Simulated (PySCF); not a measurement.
GeH₅Si, SMILES [SiH3][GeH2] (connectivity only; charge and spin as stated), charge +1, multiplicity 1. Heavy atoms are numbered as in [SiH3:1][GeH2:2]. Hydrogens are named by the atom that carries them.

The structure is a stationary point at PBE0-D3(BJ)/def2-TZVP. The multiplicity is an assumed one; other spin states were not compared. The isomer is the one that the SMILES or the coordinates give; other isomers of the formula were not compared.

All values below come from PySCF with PBE/pcSseg-2.

GIAO shieldings, no solvent; atoms alike by connectivity are averaged. δ = σ(ref) − σ: ²⁹Si against TMS (σ = 324.1 ppm); ⁷³Ge against GeH4 (σ = 1621.0 ppm); ¹H against TMS (σ = 31.47 ppm), references at their B3LYP-D3(BJ)/def2-TZVP geometries, non-relativistic.

Task: Estimate the chemical shifts. (The exact figures need the calculation; the answer reports its results.)

Result: 
```
nucleus       atoms  count  δ (ppm)
-------  ----------  -----  -------
²⁹Si     Si1 (SiH3)      1    -63.1
⁷³Ge     Ge2 (GeH2)      1   1565.8
¹H         H on Ge2      2    11.08
¹H         H on Si1      3     5.32
```
